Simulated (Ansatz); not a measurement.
Species: CCl$_{2}$ (charge 0, singlet). 
Geometry from a B3LYP-D3(BJ)/def2-TZVP (Ansatz, an electronic-structure program) optimisation:
SMILES: Cl[C]Cl
```xyz
3

Cl    -1.4025    -0.2001     0.0210
C     -0.0305     0.8441     0.0088
Cl     1.4133    -0.0978    -0.0241
```
Charge 0, spin multiplicity 1.

Wanted: vertical electron affinity (to the doublet state of charge -1; a negative value means that the extra electron is unbound and the number depends on the basis; each state is the SCF solution reached for its spin; for the singlet the Hartree-Fock reference is unstable and T1 is 0.021), in eV. Cores are frozen in the correlated levels unless marked. Open shells are spin-unrestricted. No spin-orbit coupling. No relativistic terms. Anions need diffuse functions: aug- sets have them; def2-D sets add few. CBS(X,Y): correlation extrapolated as X^-3; Hartree-Fock from the larger set. [CCSD(T)-MP2]/basis is that difference in the basis named.

```
level                                                                      program  vertical electron affinity (eV)  minus last row
-------------------------------------------------------------------------  -------  -------------------------------  --------------
r2SCAN/def2-TZVPD                                                           Ansatz                             1.41            0.11
PBE0/def2-TZVPD                                                             Ansatz                             1.41            0.11
BHLYP/def2-TZVPD                                                            Ansatz                             1.41            0.11
CAM-B3LYP/def2-TZVPD                                                        Ansatz                             1.47            0.17
wB97X-V/def2-TZVPD                                                          Ansatz                             1.34            0.04
B2PLYP/def2-TZVPD                                                           Ansatz                             1.27           -0.03
MP2/aug-cc-pV(T+d)Z                                                         Ansatz                             1.30            0.00
RI-MP2/CBS(aug-cc-pV(T+d)Z,aug-cc-pV(Q+d)Z)                                 Ansatz                             1.39            0.09
CCSD/aug-cc-pV(D+d)Z                                                        Ansatz                             1.14           -0.16
RI-MP2/CBS(aug-cc-pV(T+d)Z,aug-cc-pV(Q+d)Z)+[CCSD(T)-MP2]/aug-cc-pV(T+d)Z   Ansatz                             1.30            0.00
```
